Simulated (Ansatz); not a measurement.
## Worked example: the enthalpy of HCl + C2H3IO → HI + C2H3ClO

Species: HCl (hydrogen chloride), singlet; C2H3IO (acetyl iodide) `CC(=O)I`, singlet; HI (hydrogen iodide), singlet; C2H3ClO (acetyl chloride) `CC(=O)Cl`, singlet. The partners trade Cl for I: H–Cl and C–I bonds give way to H–I and C–Cl.

Shapes, held fixed at every level: PBE0-D4/def2-TZVP. Programs: Ansatz 0.2.0. The zero-point and thermal terms to 298 K, harmonic and unscaled (PBE0-D4/def2-TZVP), stand in the table.

At CCSD(T)/def2-TZVPP; 1 Eh = 2625.50 kJ/mol:

| species | energy (Eh) | H(298 K) − E (kJ/mol) | tabulated ΔfH (kJ/mol) |
| --- | --- | --- | --- |
| HCl | -460.331246 | 26.6 | -92.2 |
| C2H3IO | -450.145501 | 137.4 | -126.4 |
| HI | -297.737430 | 22.7 | +26.5 |
| C2H3ClO | -612.737375 | 139.1 | -241.5 |

Problem. Work out the reaction enthalpy at 298 K from the calculation and from the table of heats.

Solution. 
1. Electronic: (-297.737430) + (-612.737375) − [(-460.331246) + (-450.145501)] = 0.001942 Eh = +5.1 kJ/mol.
2. Zero-point and thermal: (22.7) + (139.1) − [(26.6) + (137.4)] = -2.2 kJ/mol.
3. Computed ΔH = +2.9 kJ/mol.
4. From the heats of formation (Active Thermochemical Tables, CRC Handbook of Chemistry and Physics): (26.5) + (-241.5) − [(-92.2) + (-126.4)] = +3.6 kJ/mol.
5. Computed less tabulated: -0.7 kJ/mol. Tabulated heats carry uncertainties of their own.

For atoms past krypton def2 sets carry core potentials with scalar relativity. Outer-core shells of I are correlated, in sets that cover them unevenly.
